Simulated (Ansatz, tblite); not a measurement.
Spin states of B₂O₃, each relaxed with PBE-D4/def2-SVP in Ansatz. Electronic energies in the gas phase.

The xTB rows come from tblite. Correlated methods freeze 5 core orbitals. The structure comes from a short search, and lower isomers may exist.

Singlet geometry (D∞h within 0.1 Å):

| atom | x (Å) | y (Å) | z (Å) |
| --- | --- | --- | --- |
| B1 | -0.097 | -0.051 | -1.313 |
| B2 | 0.100 | 0.055 | 1.313 |
| O3 | 0.182 | 0.090 | 2.529 |
| O4 | 0.012 | 0.019 | -0.002 |
| O5 | -0.197 | -0.113 | -2.527 |

Triplet geometry (Cs within 0.1 Å):

```xyz
5

B    -0.492    0.241    1.437
B     0.579   -0.498   -0.890
O     1.009   -0.745   -2.013
O     0.162   -0.295    0.338
O    -1.258    1.297    1.128
```

Quintet geometry (C2 within 0.1 Å):

```csv
atom,x (Å),y (Å),z (Å)
B1,0.134,0.939,-1.039
B2,0.536,-0.868,0.970
O3,-0.278,-1.927,0.757
O4,0.434,0.047,-0.044
O5,-0.825,1.808,-0.644
```

⟨S²⟩: triplet 2.00 at PBE0-D4/def2-TZVP (pure 2.00), quintet 6.01 at PBE0-D4/def2-TZVP (pure 6.00).

Only these spin states were relaxed.

```json
{"level": "GFN1-xTB", "triplet − singlet (kJ/mol)": "648.3", "quintet − singlet (kJ/mol)": "1322.5", "lowest of these": "singlet"}
{"level": "GFN2-xTB", "triplet − singlet (kJ/mol)": "581.1", "quintet − singlet (kJ/mol)": "1180.4", "lowest of these": "singlet"}
{"level": "HF/STO-3G", "triplet − singlet (kJ/mol)": "246.0", "quintet − singlet (kJ/mol)": "491.2", "lowest of these": "singlet"}
{"level": "PBE-D4/def2-TZVP", "triplet − singlet (kJ/mol)": "401.2", "quintet − singlet (kJ/mol)": "817.8", "lowest of these": "singlet"}
{"level": "BLYP-D4/def2-TZVP", "triplet − singlet (kJ/mol)": "404.6", "quintet − singlet (kJ/mol)": "825.6", "lowest of these": "singlet"}
{"level": "r2SCAN-D4/def2-TZVP", "triplet − singlet (kJ/mol)": "384.0", "quintet − singlet (kJ/mol)": "779.6", "lowest of these": "singlet"}
{"level": "B97M-V/def2-TZVP", "triplet − singlet (kJ/mol)": "410.0", "quintet − singlet (kJ/mol)": "829.6", "lowest of these": "singlet"}
{"level": "PBE-QIDH/def2-TZVP", "triplet − singlet (kJ/mol)": "415.8", "quintet − singlet (kJ/mol)": "837.6", "lowest of these": "singlet"}
{"level": "RPA@PBE/def2-TZVP", "triplet − singlet (kJ/mol)": "407.9", "quintet − singlet (kJ/mol)": "822.6", "lowest of these": "singlet"}
{"level": "MP2/def2-TZVP", "triplet − singlet (kJ/mol)": "463.7", "quintet − singlet (kJ/mol)": "932.1", "lowest of these": "singlet"}
{"level": "MP2/def2-TZVPP", "triplet − singlet (kJ/mol)": "463.7", "quintet − singlet (kJ/mol)": "932.1", "lowest of these": "singlet"}
{"level": "CCSD/def2-TZVPP", "triplet − singlet (kJ/mol)": "412.4", "quintet − singlet (kJ/mol)": "831.5", "lowest of these": "singlet"}
```

The xTB methods have no term that favours high spin, so they put low spin too low.
